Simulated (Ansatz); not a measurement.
Total energies of `[CH3][Sc]([CH3])[CH3]`.

```tsv
atom	x (Å)	y (Å)	z (Å)
C1	1.554	0.359	1.453
Sc2	-0.056	-0.326	0.145
C3	-2.039	0.540	0.447
C4	0.478	-0.949	-1.879
H5	1.684	-0.284	2.335
H6	1.352	1.369	1.837
H7	2.524	0.392	0.940
H8	-2.460	0.922	-0.492
H9	-2.023	1.373	1.161
H10	-2.764	-0.191	0.835
H11	0.575	-2.041	-1.974
H12	1.443	-0.526	-2.189
H13	-0.269	-0.636	-2.620
```

Charge 0, multiplicity 1. Correlated methods include outer-core shells of Sc, which these sets cover unevenly. Scalar relativity is left out up to krypton. All single points use the PBE0-D4/def2-TZVP geometry. Basis def2-TZVPP, Ansatz.

RPA on PBE orbitals: Hartree–Fock energy of these orbitals -878.55799 Eh, correlation -1.43917 Eh (frozen core).

```tsv
functional	energy without D4 (Eh)	D4 term (kJ/mol)
BLYP	-880.39813	-40.1
r2SCAN	-880.34479	-5.1
```

(1) Give the same for LDA (SPW92), PBE, revPBE, B97M-V, PBE0, B3LYP, r2SCANh, r2SCAN0, HSE06 (plane-wave form), BHLYP, CAM-B3LYP, LC-ωPBE, ωB97X-V, ωB97M-V, B2PLYP, PBE-QIDH. (Estimate.)

B3LYP takes the VWN-RPA correlation (the form of Gaussian; ORCA's B3LYP/G). HSE06 is the plane-wave form, built on full-range PBE exchange. The double hybrids freeze the cores in their second-order part.

Answers

(1) The calculation gave: 
```
             functional  energy without D4 (Eh)  D4 term (kJ/mol)
            LDA (SPW92)              -877.34406                 –
                    PBE              -880.05580             -18.8
                 revPBE              -880.32343             -55.2
                 B97M-V              -880.26658                 –
                   PBE0              -880.11022             -16.1
                  B3LYP              -880.48942             -30.0
                r2SCANh              -880.33347              -5.4
                r2SCAN0              -880.31826              -5.9
HSE06 (plane-wave form)              -880.09362             -15.2
                  BHLYP              -880.35914             -24.0
              CAM-B3LYP              -880.40830             -16.5
                LC-ωPBE              -880.21335                 –
                ωB97X-V              -880.31089                 –
                ωB97M-V              -880.32233                 –
                 B2PLYP              -880.17065                 –
               PBE-QIDH              -879.98207                 –
```

LC-ωPBE has ω = 0.4 bohr⁻¹.
